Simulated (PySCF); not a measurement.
PySCF 2.14 output of an unrestricted LDA calculation on a single atom or ion in dyall-acv3z (15s9p4d2f, 76 functions), with the non-relativistic Hamiltonian (point nucleus):

```
SCF conv_tol = 1e-09
number electrons alpha = 5  beta = 4
    P. A. M. Dirac.,  Math. Proc. Cambridge Philos. Soc. 26, 376 (1930)
    F. Bloch.,  Z. Phys. 57, 545 (1929)
    S. H. Vosko, L. Wilk, and M. Nusair.,  Can. J. Phys. 58, 1200 (1980)
cycle= 1 E= -98.444060871683  delta_E= -0.0128  |g|= 0.0306  |ddm|= 0.0827
cycle= 2 E= -98.4441787661316  delta_E= -0.000118  |g|= 0.019  |ddm|= 0.0112
cycle= 3 E= -98.4442395183576  delta_E= -6.08e-05  |g|= 0.011  |ddm|= 0.00714
cycle= 4 E= -98.4442716533622  delta_E= -3.21e-05  |g|= 0.000617  |ddm|= 0.00309
cycle= 5 E= -98.444271808552  delta_E= -1.55e-07  |g|= 0.000106  |ddm|= 0.000279
cycle= 6 E= -98.4442718118363  delta_E= -3.28e-09  |g|= 9.53e-07  |ddm|= 3.08e-05
cycle= 7 E= -98.4442718118368  delta_E= -5.68e-13  |g|= 9.61e-09  |ddm|= 5.76e-07
converged SCF energy = -98.4442718118368  <S^2> = 0.75337679  2S+1 = 2.0033739
```

The run itself started from symmetry-adapted Hartree-Fock orbitals and held the occupation by maximum overlap, on a logarithmic radial grid, so the iterations belong to that start.

Task: Which element, charge and spin multiplicity is this?

Result: F (fluorine, neutral), multiplicity 2; the state was [He] 2s1 2p6, 2S determinant (an excited configuration).
